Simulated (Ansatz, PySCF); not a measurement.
Spin states of H2O2Ru (SMILES [OH][Ru][OH]), each relaxed with B3LYP-D3(BJ)/def2-TZVP.
State 1 (charge 0, multiplicity 5):
```xyz
5

Ru    -0.10840    -0.14346    -0.14496
O      1.36274    -0.05106    -1.35995
H      1.86019     0.73496    -1.60233
O     -1.59807    -0.26487     1.04463
H     -1.57024    -0.24582     2.00531
```
State 2 (charge 0, multiplicity 3):
```xyz
5

Ru    -0.306    -0.524    -0.432
O      1.375    -0.070    -1.080
H      1.601     0.830    -1.344
O     -1.483    -0.073     0.934
H     -1.240    -0.133     1.866
```

Singlets are restricted, other states unrestricted; no spin–orbit coupling, no relativity up to Kr; see below for the cores. The largest T1 diagnostic is 0.026.

Programs: Ansatz (Gaussian orbitals); PySCF for the dispersion terms. Each number belongs to the level named beside it. In def2 rows elements past Kr take small-core potentials, without spin–orbit coupling.

Question: Predict the energy of the multiplicity-3 state less that of the multiplicity-5 state from B3LYP/def2-TZVPP.

Answer: 0.48 eV

Question: Give the energy of the multiplicity-3 state less that of the multiplicity-5 state at the level PBE0-D3(BJ)/def2-TZVPP.

Answer: 0.63 eV

Question: What is the computed energy of the multiplicity-3 state less that of the multiplicity-5 state (BLYP-D3(BJ)/def2-TZVPP)?

Answer: 0.23 eV

Ansatz is an electronic-structure program.
